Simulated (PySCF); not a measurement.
H2Si2, SMILES [Si]=[SiH2] (connectivity only; charge and spin as stated), neutral, multiplicity 1.

The structure is a stationary point at r2SCAN-D4/def2-TZVP. The isomer is the one that the SMILES or the coordinates give; other isomers of the formula were not compared.

These are PySCF with PBE/def2-TZVPD values and carry that method's errors.

Symmetry labels are those of the subgroup C2v that the program uses (full group C2v).

Computed valence orbital energies around the gap with their symmetry:
```json
[
 {"orbital": "HOMO−7", "symmetry": "B1", "energy (eV)": "-94.13"},
 {"orbital": "HOMO−6", "symmetry": "B2", "energy (eV)": "-94.06"},
 {"orbital": "HOMO−5", "symmetry": "A1", "energy (eV)": "-94.03"},
 {"orbital": "HOMO−4", "symmetry": "A1", "energy (eV)": "-13.48"},
 {"orbital": "HOMO−3", "symmetry": "A1", "energy (eV)": "-10.76"},
 {"orbital": "HOMO−2", "symmetry": "B2", "energy (eV)": "-8.90"},
 {"orbital": "HOMO−1", "symmetry": "A1", "energy (eV)": "-6.29"},
 {"orbital": "HOMO", "symmetry": "B1", "energy (eV)": "-5.09"},
 {"orbital": "LUMO", "symmetry": "B2", "energy (eV)": "-4.42"},
 {"orbital": "LUMO+1", "symmetry": "B1", "energy (eV)": "-2.45"},
 {"orbital": "LUMO+2", "symmetry": "A1", "energy (eV)": "-0.53"},
 {"orbital": "LUMO+3", "symmetry": "A1", "energy (eV)": "-0.06"}
]
```
